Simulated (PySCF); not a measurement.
Delta-SCF ions had no search for a lower state. Excitations are Tamm–Dancoff values on a coarser integration grid. The basis has no diffuse functions, so Rydberg states are missing or too high.

C₅H₉B, SMILES `C/C=C/C(B)=C` (charge 0, multiplicity 1)

Level of theory: PySCF with CAM-B3LYP-D3(BJ)/def2-TZVP.

| Quantity | Result |
|---|---|
| HOMO | -7.94 eV |
| dipole moment | 1.02 D |
| HOMO–LUMO gap | 7.11 eV |
| LUMO | -0.83 eV |
| S1 excitation (TDA) | 4.56 eV |
| S1 oscillator strength | 0.087 |
| brightest of the four lowest singlets (TDA) | 6.26 eV |
| T1 excitation (TDA) | 2.89 eV |
| S1–T1 gap (TDA) | 1.67 eV |
| vertical ionisation energy (Delta-SCF) | 8.65 eV |
| total energy | -220.6893 Ha |
| cost | around 8 core-minutes (rough) |

```xyz
15

B     -1.7150    -1.3334     0.4376
C     -1.2008     0.1180     0.3735
C     -2.0760     1.0828     0.6996
C      0.1651     0.4939    -0.0167
C      1.1371    -0.3391    -0.3679
C      2.5119     0.0836    -0.7595
H     -2.8433    -1.5205     0.7712
H     -1.0358    -2.2750     0.1716
H     -1.8080     2.1352     0.6843
H     -3.0894     0.8437     0.9915
H      0.3809     1.5608    -0.0121
H      0.9388    -1.4054    -0.3786
H      2.7480    -0.2457    -1.7744
H      3.2614    -0.3655    -0.1031
H      2.6252     1.1669    -0.7170
```
